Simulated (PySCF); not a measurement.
How methods differ on the ionisation energy of W⁶⁸⁺

W⁶⁸⁺ [He] 2s2 2p2 [2p1/2^2, M_J = 0] → W⁶⁹⁺ [He] 2s2 2p1 [2p1/2^1, M_J = 1/2], as a difference of total energies. All numbers are calculated (PySCF 2.14, the two-component X2C-1e Hamiltonian, in an uncontracted even-tempered set (16 s from 54 bohr⁻², ratio 2.4; 13 p from 70 bohr⁻², ratio 2.4; 5 d from 230 bohr⁻², ratio 2.6; 4 f from 340 bohr⁻², ratio 2.6)). Correlated levels: nothing frozen; the 28 highest virtual spinors dropped. "Screened" scales the spin-orbit matrix elements by Boettger's factors to mimic the two-electron term; Breit and QED terms are absent.

```json
{"method": "GHF (spin-free)", "ionisation energy (eV)": "17454.9"}
{"method": "GMP2 (spin-free)", "ionisation energy (eV)": "17455.1"}
{"method": "GHF (screened spin-orbit)", "ionisation energy (eV)": "18447.4"}
{"method": "GMP2 (screened spin-orbit)", "ionisation energy (eV)": "18449.6"}
```

Question: How much does correlation contribute at GMP2 (screened spin-orbit)?

Answer: 18449.6 − (18447.4) = 2.2 eV, measured against GHF (screened spin-orbit).

For this ion Breit and QED terms and the two-electron picture change, all absent here, outweigh the correlation shift from GHF to GMP2.

The spin-free rows relax to the high-spin LS determinant and lack the spin-orbit shift.

The labels give the starting determinants; with spin-orbit coupling the two ends relaxed to ⟨J²⟩ = 0.00, ⟨L²⟩ = 1.33, ⟨S²⟩ = 1.33 and ⟨J²⟩ = 0.75, ⟨L²⟩ = 2.00, ⟨S²⟩ = 0.75.

For comparison: 18476 ± 4 eV (semi-empirical (NIST evaluation); NIST Atomic Spectra Database, ionization energies).
